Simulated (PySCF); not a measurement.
Method: B3LYP-D3(BJ)/def2-TZVP // PBE-D3(BJ)/def2-SVP (PySCF). Isolated molecules, 0 K electronic values unless said otherwise. One relaxed conformer stands for a flexible species; it need not be the lowest. B3LYP has the VWN-RPA correlation part, as in Gaussian. 

Reference species: [Zr(Cl)3(OH)] (neutral, multiplicity 1).

```yaml
HOMO: -9.02 eV
coordination_number: 4
```

Changed species: [Zr(Cl)4] (0 of 4 Cl replaced by OH; the reference has 1 of 4 Cl replaced by OH).

Q: What does the change do to the HOMO and coordination number?

A: the HOMO decreases by 0.41 eV, to -9.43 eV; the coordination number is nearly the same.
